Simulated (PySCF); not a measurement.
Electric field gradients and quadrupole coupling constants

Compound: C₇H₁₉GeNSi.
Cartesian coordinates in Å at the PBE0-D3(BJ)/def2-SVP level; atoms count from 1:
```
atom  x, y, z in Å
C1    -2.4173    0.6657    1.1557
C2    -1.5260   -0.2355    0.7100
C3    -1.6075   -1.6614    1.1803
C4    -0.3769    0.1281   -0.2092
C5     0.1356   -1.0432   -1.0521
C6    -0.6524    1.3496   -1.1045
C7    -1.7531    1.1545   -2.1394
Ge8    1.0833    0.6733    1.0329
N9     2.6723    0.9056    0.1233
Si10   3.1876    2.2938   -0.7772
H11   -2.4087    1.7108    0.8401
H12   -3.1976    0.3736    1.8629
H13   -2.3977   -1.7836    1.9333
H14   -0.6571   -1.9991    1.6251
H15   -1.8247   -2.3456    0.3444
H16    0.9914   -0.7180   -1.6637
H17    0.4752   -1.8918   -0.4400
H18   -0.6390   -1.4253   -1.7367
H19   -0.8899    2.2263   -0.4798
H20    0.2857    1.6113   -1.6259
H21   -1.9113    2.0775   -2.7175
H22   -1.5010    0.3592   -2.8569
H23   -2.7075    0.8863   -1.6626
H24    1.3354   -0.4160    2.0963
H25    0.7120    2.0267    1.6656
H26    3.2458    0.0702    0.0546
H27    4.6506    2.5450   -0.5803
H28    2.4026    3.4650   -0.2822
H29    2.9626    2.1874   -2.2578
```

Field gradients from the PBE0/pcSseg-1 density (PySCF, non-relativistic), principal values in atomic units, ordered |Vxx| ≤ |Vyy| ≤ |Vzz|:

| atom | Vxx | Vyy | Vzz |
| --- | --- | --- | --- |
| Ge8 | -0.3725 | -0.5549 | 0.9273 |
| N9 | 0.3277 | 0.5369 | -0.8646 |

Q: Find the asymmetry η = (Vxx − Vyy)/Vzz and the couplings χ = eQV/h (234.96 MHz × Q in barn × V in au), with Q(73Ge) = −0.196 b, Q(14N) = 0.02044 b.

A: 
```csv
atom,environment,nucleus,η,χzz (MHz),χxx (MHz),χyy (MHz)
Ge8,"germanium bonded to C, N and 2 H",73Ge,0.20,-42.71,17.15,25.55
N9,silicon-bound nitrogen,14N,0.24,-4.152,1.574,2.579
```

Q: What is Vzz at Ge8 in SI units (1 au = 9.71736 × 10²¹ V/m²)?

A: 0.9273 au = 9.011 × 10²¹ V/m².

Were the hydrogens deuterons (Q(2H) = 0.00286 b), χzz would run from 89 kHz (H24) to 277 kHz (H26).

The structure is a single PBE0-D3(BJ)/def2-SVP conformer in the gas phase; no vibrational or solvent corrections. The calculation is non-relativistic, for germanium too. The small basis limits the accuracy of the gradients.
